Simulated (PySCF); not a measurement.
How methods differ on the ionisation energy of Tm⁺

Tm⁺ [Xe] 4f13 6s1 (3F) → Tm²⁺ [Xe] 4f13 (2F), as a difference of total energies. All numbers are calculated (PySCF 2.14, scalar relativity by spin-free X2C-1e, in ANO-RCC-VTZP). Correlated levels: valence: [Kr] 4d10 frozen. The calculations carry no spin-orbit coupling.

| method | ionisation energy (eV) |
| --- | --- |
| UHF | 11.157 |
| MP2 (valence) | 12.049 |
| SCS-MP2 (valence) | 11.877 |
| CCSD (valence) | 11.825 |
| CCSD(T) (valence) | 11.925 |

Problem. How much does correlation contribute at CCSD(T) (valence)?

Solution. 11.925 − (11.157) = 0.768 eV, measured against UHF.

Errors of the correlated levels include the incompleteness of this basis and the frozen core.

For comparison: 12.065 ± 0.02 eV (semi-empirical (NIST evaluation); NIST Atomic Spectra Database, ionization energies).
